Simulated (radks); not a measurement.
Results of a calculation; reference values are marked as such.
The table gives one normalised radial function P(r) = r R(r) of Xe18+ in [Kr] (r in bohr). Level of theory: non-relativistic Kohn-Sham, TPSS, spin-polarised, spherical densities, point nucleus; meta-GGA in the generalised Kohn-Sham scheme; relativity is left out, which matters for an element this heavy (a radial shooting solver on a logarithmic mesh with Libxc functionals).

| r | P |
|---|---|
| 0.001731 | 0.0923 |
| 0.002218 | 0.1151 |
| 0.002842 | 0.1425 |
| 0.003642 | 0.1745 |
| 0.004668 | 0.2107 |
| 0.005981 | 0.2499 |
| 0.007665 | 0.2892 |
| 0.009822 | 0.3234 |
| 0.01259 | 0.3446 |
| 0.01613 | 0.3412 |
| 0.02067 | 0.2992 |
| 0.02649 | 0.2041 |
| 0.03394 | 0.0478 |
| 0.04349 | -0.1613 |
| 0.05574 | -0.3854 |
| 0.07142 | -0.5489 |
| 0.09153 | -0.5498 |
| 0.1173 | -0.3075 |
| 0.1503 | 0.1575 |
| 0.1926 | 0.6552 |
| 0.2468 | 0.8610 |
| 0.3163 | 0.5172 |
| 0.4053 | -0.3027 |
| 0.5194 | -1.1391 |
| 0.6656 | -1.4573 |
| 0.8529 | -1.1332 |
| 1.093 | -0.5577 |
| 1.401 | -0.1667 |
| 1.795 | -0.0272 |
| 2.3 | -0.0021 |

Which n and l does it have? It may be an empty orbital.

Answer. n = 4, l = 0: the number of nodes gives n - l - 1 = 3, the rise at small r (about r^(l+1)) gives l, and the extent must fit the shell. The curve is that of 4s. 4s: eigenvalue -582.40 eV, 3 radial nodes at r = 0.0361, 0.139, 0.373 bohr, <r> = 0.685 bohr, 90 % of the charge inside 0.970 bohr.
